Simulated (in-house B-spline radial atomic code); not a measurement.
How G0W0 and RPA depend on the start: Rh XLIII (Rh42+)

Configuration [He] 2s1, highest spin. Computed with an all-electron radial atomic-structure program (B-spline basis): all electrons, non-relativistic, point nucleus, each spin shell either full or empty, empty states to l = 9 with an (l + 1/2)⁻⁴ tail; G0W0 by contour deformation at full frequency.

Without relativity these are model numbers: it shifts the levels of so heavy an element strongly and can reorder them.

```tsv
start	mean-field 2s up (eV)	G0W0 (eV)	QP weight	RPA correlation (Eh)
Hartree-Fock	-6407.44	-6414.14	0.988	-0.23376
PBE	-6342.05	?	?	?
CAM-B3LYP	-6357.41	?	?	?
BLYP	-6342.82	-6417.79	0.965	-0.39711
```

**Question.** What G0W0 level, weight and RPA correlation energy follow from the PBE start?

**Answer.** G0W0 level -6417.79 eV, weight 0.965, RPA correlation -0.39867 hartree.

**Question.** What G0W0 level, weight and RPA correlation energy follow from the CAM-B3LYP start?

**Answer.** G0W0 level -6416.77 eV, weight 0.974, RPA correlation -0.33265 hartree.

**Question.** How much of the dependence on the start does G0W0 remove?

**Answer.** The mean-field levels span 65.4 eV and the G0W0 levels 3.65 eV. Against 6623.262 ± 0.02 eV (NIST, tabulated theory) the G0W0 removal energies are off by -209.12 to -205.47 eV, with relativity, Breit and QED terms left out.
